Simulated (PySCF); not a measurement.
# Electron correlation in Ga (gallium, neutral)

[Ar] 3d10 4s1 4p1 5s1, high-spin 4P determinant (an excited configuration). All numbers are calculated (PySCF 2.14, the spin-free X2C one-electron Hamiltonian (Gaussian nucleus), in x2c-TZVPPall with one added diffuse shell each of s, p, d type (7s6p5d1f, 57 functions)). Frozen: [Ar] 3d10; 3 electrons correlated.

```json
{"level": "CCSD", "correlation energy (mhartree)": "-10.31"}
{"level": "(T)", "correlation energy (mhartree)": "-0.09"}
{"level": "CCSD(T)", "correlation energy (mhartree)": "-10.40"}
```

Diagnostics: T1 = 0.0085, D1 = 0.0190, largest double amplitude 0.038.

The outer electron is Rydberg-like, and this basis confines it to a smaller radius and binds it less than a complete one would.

Cost of the coupled-cluster step: roughly 0.4 core-seconds, for 3 correlated electrons.

Iterations:

```
CC2 = 0
CCSD nocc = (np.int64(3), np.int64(0)), nmo = (43, 43)
frozen orbitals [[0, 1, 2, 3, 4, 5, 6, 7, 8, 9, 10, 11, 12, 13], [0, 1, 2, 3, 4, 5, 6, 7, 8, 9, 10, 11, 12, 13]]
max_cycle = 100
direct = 0
conv_tol = 1e-08
conv_tol_normt = 1e-06
diis_space = 8
diis_start_cycle = 0
Init t2, MP2 energy = -0.006282064827839
Init E_corr(UCCSD) = -0.0062820648290329
cycle = 1  E_corr(UCCSD) = -0.00856180370159988  dE = -0.00227973887  norm(t1,t2) = 0.0319835
cycle = 2  E_corr(UCCSD) = -0.0094882046058322  dE = -0.000926400904  norm(t1,t2) = 0.0151753
cycle = 3  E_corr(UCCSD) = -0.0102459347679922  dE = -0.000757730162  norm(t1,t2) = 0.00807093
cycle = 4  E_corr(UCCSD) = -0.0102489887655503  dE = -3.05399756e-06  norm(t1,t2) = 0.00357989
cycle = 5  E_corr(UCCSD) = -0.0103149582046501  dE = -6.59694391e-05  norm(t1,t2) = 0.00204718
cycle = 6  E_corr(UCCSD) = -0.0103066991070907  dE = 8.25909756e-06  norm(t1,t2) = 0.000342252
cycle = 7  E_corr(UCCSD) = -0.0103062173252469  dE = 4.81781844e-07  norm(t1,t2) = 0.000755288
cycle = 8  E_corr(UCCSD) = -0.0103149196711265  dE = -8.70234588e-06  norm(t1,t2) = 0.000252817
cycle = 9  E_corr(UCCSD) = -0.0103092735814003  dE = 5.64608973e-06  norm(t1,t2) = 5.64798e-05
cycle = 10  E_corr(UCCSD) = -0.0103114377422913  dE = -2.16416089e-06  norm(t1,t2) = 2.34792e-05
cycle = 11  E_corr(UCCSD) = -0.0103114103996395  dE = 2.73426517e-08  norm(t1,t2) = 3.62466e-06
cycle = 12  E_corr(UCCSD) = -0.0103113884113944  dE = 2.19882451e-08  norm(t1,t2) = 1.5921e-06
cycle = 13  E_corr(UCCSD) = -0.0103113906563598  dE = -2.24496537e-09  norm(t1,t2) = 4.96145e-06
cycle = 14  E_corr(UCCSD) = -0.0103113913011093  dE = -6.4474954e-10  norm(t1,t2) = 1.12889e-06
cycle = 15  E_corr(UCCSD) = -0.0103113907734992  dE = 5.27610108e-10  norm(t1,t2) = 3.01646e-07
UCCSD converged
E(UCCSD) = -1941.907869470689  E_corr = -0.01031139077349922
UCCSD(T) correction = -9.15392379228967e-05
```
